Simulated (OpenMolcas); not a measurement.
## Computed transition rates of Fe4+

| Quantity | Value |
| --- | --- |
| Program | OpenMolcas 26.06 |
| Method | MS-CASPT2, IPEA 0.25 Eh, imaginary shift 0.1 Eh (closed shells correlated: 3s 3p) |
| Basis | ANO-RCC-VQZP [7s6p4d3f2g1h] |
| Scalar Hamiltonian | DKH2, point nucleus |
| Active space | 4 electrons in 10 orbitals (3d 4d) |
| State averaging | 2S+1 = 5 even, 5 roots; 2S+1 = 3 even, 45 roots; 2S+1 = 1 even, 44 roots |
| Spin-orbit coupling | RASSI with atomic mean-field integrals over the reference wave functions, term energies averaged over their components |

Rates come from the transition moments of the reference wave functions (E1 and E2 in the length form). At fixed line strength A goes as λ^-3 for E1 and M1 and as λ^-5 for E2, so a rate at the computed wavelength can be rescaled to the measured one. Measured vacuum wavelengths follow from level energies in Corliss and Sugar, J. Phys. Chem. Ref. Data 11, 135 (1982). Branching counts decays inside the model space alone, at computed energies, and the table is only a selection of the E2 and M1 lines, drawn from those between levels with measured partners whose computed energy lies within a factor of 1.5 of the measured one.

```json
{"Upper": "3d⁴ ¹G₄(2)", "Lower": "3d⁴ ¹I₆", "Type": "E2", "λ computed (nm)": "286.3", "λ measured (nm)": "296.1", "A computed (s-1)": "3.50e+00", "A rescaled (s-1)": "2.96e+00", "Branching %": "62.6"}
{"Upper": "3d⁴ ³F₂(2)", "Lower": "3d⁴ ³H₄", "Type": "E2", "λ computed (nm)": "257.9", "λ measured (nm)": "267.5", "A computed (s-1)": "2.96e+00", "A rescaled (s-1)": "2.47e+00", "Branching %": "36.7"}
{"Upper": "3d⁴ ³F₄(2)", "Lower": "3d⁴ ³H₆", "Type": "E2", "λ computed (nm)": "263", "λ measured (nm)": "272.4", "A computed (s-1)": "2.80e+00", "A rescaled (s-1)": "2.35e+00", "Branching %": "37.2"}
{"Upper": "3d⁴ ¹S₀", "Lower": "3d⁴ ³P₁(1)", "Type": "M1", "λ computed (nm)": "646.9", "λ measured (nm)": "682.1", "A computed (s-1)": "1.71e+00", "A rescaled (s-1)": "", "Branching %": "99.9"}
{"Upper": "3d⁴ ³P₀(1)", "Lower": "3d⁴ ⁵D₁", "Type": "M1", "λ computed (nm)": "409.7", "λ measured (nm)": "418.2", "A computed (s-1)": "1.49e+00", "A rescaled (s-1)": "", "Branching %": "100.0"}
{"Upper": "3d⁴ ³P₀(2)", "Lower": "3d⁴ ³P₂(1)", "Type": "E2", "λ computed (nm)": "262.5", "λ measured (nm)": "270.6", "A computed (s-1)": "1.46e+00", "A rescaled (s-1)": "1.25e+00", "Branching %": "36.4"}
{"Upper": "3d⁴ ³P₁(1)", "Lower": "3d⁴ ⁵D₂", "Type": "M1", "λ computed (nm)": "399.8", "λ measured (nm)": "407.2", "A computed (s-1)": "1.15e+00", "A rescaled (s-1)": "", "Branching %": "88.6"}
{"Upper": "3d⁴ ³F₄(1)", "Lower": "3d⁴ ⁵D₄", "Type": "M1", "λ computed (nm)": "381.7", "λ measured (nm)": "389.2", "A computed (s-1)": "8.41e-01", "A rescaled (s-1)": "", "Branching %": "81.8"}
{"Upper": "3d⁴ ³P₂(1)", "Lower": "3d⁴ ⁵D₃", "Type": "M1", "λ computed (nm)": "383", "λ measured (nm)": "389.6", "A computed (s-1)": "7.73e-01", "A rescaled (s-1)": "", "Branching %": "89.9"}
{"Upper": "3d⁴ ¹D₂", "Lower": "3d⁴ ³F₃(1)", "Type": "M1", "λ computed (nm)": "488.2", "λ measured (nm)": "514.2", "A computed (s-1)": "4.99e-01", "A rescaled (s-1)": "", "Branching %": "37.7"}
{"Upper": "3d⁴ ³F₃(1)", "Lower": "3d⁴ ⁵D₃", "Type": "M1", "λ computed (nm)": "376.7", "λ measured (nm)": "384", "A computed (s-1)": "4.89e-01", "A rescaled (s-1)": "", "Branching %": "65.4"}
{"Upper": "3d⁴ ³D₃", "Lower": "3d⁴ ⁵D₄", "Type": "M1", "λ computed (nm)": "276.3", "λ measured (nm)": "282.9", "A computed (s-1)": "4.14e-01", "A rescaled (s-1)": "", "Branching %": "59.0"}
{"Upper": "3d⁴ ³D₁", "Lower": "3d⁴ ⁵D₀", "Type": "M1", "λ computed (nm)": "264.5", "λ measured (nm)": "270.8", "A computed (s-1)": "2.57e-01", "A rescaled (s-1)": "", "Branching %": "35.1"}
{"Upper": "3d⁴ ³D₂", "Lower": "3d⁴ ⁵D₁", "Type": "M1", "λ computed (nm)": "266.4", "λ measured (nm)": "273.1", "A computed (s-1)": "2.14e-01", "A rescaled (s-1)": "", "Branching %": "36.7"}
{"Upper": "3d⁴ ³F₂(1)", "Lower": "3d⁴ ⁵D₂", "Type": "M1", "λ computed (nm)": "372.3", "λ measured (nm)": "379.6", "A computed (s-1)": "2.10e-01", "A rescaled (s-1)": "", "Branching %": "56.4"}
{"Upper": "3d⁴ ¹I₆", "Lower": "3d⁴ ³H₆", "Type": "M1", "λ computed (nm)": "808.5", "λ measured (nm)": "834.5", "A computed (s-1)": "1.64e-01", "A rescaled (s-1)": "", "Branching %": "56.3"}
{"Upper": "3d⁴ ¹I₆", "Lower": "3d⁴ ³H₅", "Type": "M1", "λ computed (nm)": "784.8", "λ measured (nm)": "813.9", "A computed (s-1)": "1.27e-01", "A rescaled (s-1)": "", "Branching %": "43.5"}
{"Upper": "3d⁴ ³G₄", "Lower": "3d⁴ ³H₄", "Type": "M1", "λ computed (nm)": "1807", "λ measured (nm)": "1918", "A computed (s-1)": "3.96e-02", "A rescaled (s-1)": "", "Branching %": "35.9"}
{"Upper": "3d⁴ ⁵D₄", "Lower": "3d⁴ ⁵D₃", "Type": "M1", "λ computed (nm)": "19180", "λ measured (nm)": "20850", "A computed (s-1)": "3.84e-03", "A rescaled (s-1)": "2.99e-03", "Branching %": "100.0"}
{"Upper": "3d⁴ ³H₄", "Lower": "3d⁴ ⁵D₄", "Type": "M1", "λ computed (nm)": "418.2", "λ measured (nm)": "422.8", "A computed (s-1)": "3.42e-03", "A rescaled (s-1)": "", "Branching %": "83.7"}
{"Upper": "3d⁴ ⁵D₃", "Lower": "3d⁴ ⁵D₂", "Type": "M1", "λ computed (nm)": "24250", "λ measured (nm)": "25920", "A computed (s-1)": "3.25e-03", "A rescaled (s-1)": "2.66e-03", "Branching %": "100.0"}
{"Upper": "3d⁴ ⁵D₂", "Lower": "3d⁴ ⁵D₁", "Type": "M1", "λ computed (nm)": "34750", "λ measured (nm)": "36340", "A computed (s-1)": "1.35e-03", "A rescaled (s-1)": "1.18e-03", "Branching %": "100.0"}
{"Upper": "3d⁴ ³H₆", "Lower": "3d⁴ ³H₅", "Type": "M1", "λ computed (nm)": "26700", "λ measured (nm)": "33050", "A computed (s-1)": "1.17e-03", "A rescaled (s-1)": "6.17e-04", "Branching %": "99.1"}
{"Upper": "3d⁴ ³H₅", "Lower": "3d⁴ ³H₄", "Type": "M1", "λ computed (nm)": "29610", "λ measured (nm)": "34080", "A computed (s-1)": "1.01e-03", "A rescaled (s-1)": "6.62e-04", "Branching %": "98.9"}
{"Upper": "3d⁴ ⁵D₁", "Lower": "3d⁴ ⁵D₀", "Type": "M1", "λ computed (nm)": "67290", "λ measured (nm)": "70370", "A computed (s-1)": "1.78e-04", "A rescaled (s-1)": "1.56e-04", "Branching %": "100.0"}
```

Spin-changing lines and M1 lines between different terms are not rescaled, since their strength hangs on the term gaps too.

The largest correction is for 3d⁴ ³H₆ → 3d⁴ ³H₅ (M1): 1.17e-03 × (26700 / 33050)^3 = 6.17e-04 s-1, a factor of 0.53.

The computed rate and branching of 3d⁴ ⁵D₁ → 3d⁴ ⁵D₀ give the upper level a radiative lifetime of 1.000 / 1.78e-04 s-1 = 5.62e+03 s, counting decays inside the model space alone. The rescaled rate gives about 6.4e+03 s.

These are rates of the free ion; in crystals, glasses and complexes forced electric-dipole and non-radiative decay shorten such lifetimes by orders of magnitude. No measured rate stands beside these. Rescaling mends the energy factor alone: line strengths can still be far off where a level mixes with configurations outside the active space, and weak or spin-changing lines hang on small mixing coefficients that depend on the term gaps too, so rescaling need not improve them.

CASPT2 does not keep the components of a term degenerate, so their means are used; among the terms shown or strongly mixed into the levels shown the widest spread is 1300 cm-1 (3d⁴ ¹I). Active for correlation alone: 4d; no level in the range computed is led by a configuration that fills it, so any true level of that kind is missing. The CASPT2 spread within a term exceeds the gap to the next term for 3d⁴ ³D and 3d⁴ ¹I, 3d⁴ ³P(2) and 3d⁴ ³F(2), so the order of their levels is uncertain, and so are names and mixing where such terms share a J. Computed and measured levels are paired by configuration, term and J; levels that our copy of the source lacks, or whose pairing is in doubt (as where it misses far off the trend of its configuration), stay unpaired. Only configurations of the active space appear.

A number in round brackets counts repeated terms of one configuration in the order of the reference energies.
